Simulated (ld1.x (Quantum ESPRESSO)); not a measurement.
## Sm (Z = 62), TM semilocal: configuration errors across variants

```
Element                 : Sm
Generator               : ld1.x (Quantum ESPRESSO) 7.5
Type                    : norm-conserving Troullier–Martins (semilocal form)
Functional              : PBEsol
Relativity              : scalar-relativistic
Frozen core             : [Kr] 4d10 5s2
Valence charge          : 14
Reference configuration : 4f6 5p6 5d0 6s2 6p0
Partial waves           : 6s (bound): rc 3.90 bohr; 5d (bound, empty): rc 3.35 bohr; 4f (bound): rc 0.70 bohr; 5p (bound): rc 2.60 bohr
Local potential         : the p channel
Core correction         : none
```

All-electron excitation energies from the reference (eV): (1) 4f6 5p6 5d0 6s1 6p0 5.963; (2) 4f6 5p6 5d0 6s0 6p0 16.951; (3) 4f5 5p6 5d0 6s0 6p0 40.833; (4) 4f4 5p6 5d0 6s0 6p0 82.870; (5) 4f7 5p6 5d0 6s0 6p0 7.947; (6) 4f6 5p6 5d0 6s1.5 6p0 2.379.

In the semilocal form every listed channel keeps its own potential, so the choice of the local channel does not act on these tests. It acts once the file is put into the separable form.

A semilocal file is local in each channel, so a ghost entry of none says nothing of the separable form that plane-wave codes build from it.

Tests that are not counted but printed errors over 1 eV. “base”: 4f6 5p6 5d0 6s0 6p1 (solver errors, printed error -7.6 eV). “core correction a·sin(br)/r model core inside 0.84 bohr”: 4f6 5p6 5d0 6s0 6p1 (solver errors, printed error -7.6 eV). “wave 4f (bound): rc 0.70 bohr becomes 4f (bound): rc 0.74 bohr”: 4f6 5p6 5d0 6s0 6p1 (solver errors, printed error -7.6 eV). “wave 6s (bound): rc 3.90 bohr becomes 6s (bound): rc 4.34 bohr”: 4f6 5p6 5d0 6s0 6p1 (solver errors, printed error -7.6 eV). “wave 5p (bound): rc 2.60 bohr becomes 5p (bound): rc 3.80 bohr”: 4f6 5p6 5d0 6s0 6p1 (solver errors, printed error -7.3 eV).

1 further variants failed, have other tests or another functional or relativity, and are left out.

A true bound ghost makes a file unfit for plane-wave use even where its test errors are small: the radial tests pick states by their node count and pass the ghost by.

Errors AE − PS in meV (a dash: test not solved or not reliable):

| change | (1) | (2) | (3) | (4) | (5) | (6) | bound ghosts |
| --- | --- | --- | --- | --- | --- | --- | --- |
| base | -1.4 | -9.8 | +237 | +334 | -202 | -0.6 | none |
| core correction a·sin(br)/r model core inside 0.84 bohr | -2.2 | -29 | +151 | -14 | -222 | -0.7 | none |
| form changed from semilocal to separable (Kleinman–Bylander), still TM; local potential the d channel | -4.5 | -11 | +81 | -342 | -292 | -1.4 | s |
| wave 4f (bound): rc 0.70 bohr becomes 4f (bound): rc 0.74 bohr | -1.4 | -9.8 | +232 | +327 | -200 | -0.6 | none |
| wave 6s (bound): rc 3.90 bohr becomes 6s (bound): rc 4.34 bohr | -1.6 | -31 | +136 | +140 | -171 | -0.4 | none |
| wave 5p (bound): rc 2.60 bohr becomes 5p (bound): rc 3.80 bohr | -1.6 | -15 | +203 | +244 | -210 | -0.6 | none |
| wave 5d (bound): rc 3.35 bohr becomes 5d (bound): rc 4.98 bohr | -1.4 | -9.8 | +237 | +334 | -202 | -0.6 | none |
| wave 6s (bound): rc 3.90 bohr becomes 6s (bound): rc 4.24 bohr | -1.4 | -24 | +168 | +200 | -180 | -0.5 | none |
| wave 5p (bound): rc 2.60 bohr becomes 5p (bound): rc 2.34 bohr | -1.4 | -9.6 | +198 | +136 | -215 | -0.6 | none |

Question: Give the same row for: wave 5p (bound): rc 2.60 bohr becomes 5p (bound): rc 3.84 bohr.

Answer: -1.6, -16, +192, +209, -213, -0.6; bound ghosts: none. Not counted: 4f6 5p6 5d0 6s0 6p1 (solver errors, printed error -7.3 eV).
